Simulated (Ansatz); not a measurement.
Molecule: CHS, charge 0, multiplicity 2. It need not be the lowest isomer of its formula. 
Structure (B3LYP-D3(BJ)/def2-TZVP (Ansatz, a program for electronic structure) minimum search):
```xyz
3

C     -1.0230     0.1620    -0.1822
S      0.5022    -0.0352     0.0604
H     -1.8970    -0.4082     0.1273
```
Charge 0, spin multiplicity 2.

Basis-set convergence of Hartree-Fock and CCSD correlation energies (hartree) with Ansatz. Cores are frozen in the correlated levels unless marked. Open shells are spin-unrestricted. No spin-orbit coupling. No relativistic terms.

The UHF reference is spin-contaminated (<S^2> 0.25 over the pure value in the largest basis). The T1 diagnostic of CCSD in the largest basis is 0.060, which is high, so the coupled-cluster rows are less sure than usual.

```
basis       functions       E(HF)  E(corr, CCSD)
----------  ---------  ----------  -------------
def2-SVP           37  -435.74421       -0.26105
def2-TZVPP         87  -435.92982       -0.32630
def2-QZVPP        157  -435.94275       -0.34584
```

Extrapolating the two largest sets (X = 3 and 4) as X^-3: E(corr) = (64·(-0.34584) - 27·(-0.32630))/37 = -0.3601 Eh, an estimate of the basis-set limit. The largest set recovers 96.0 % of it, the smallest 72.5 %.
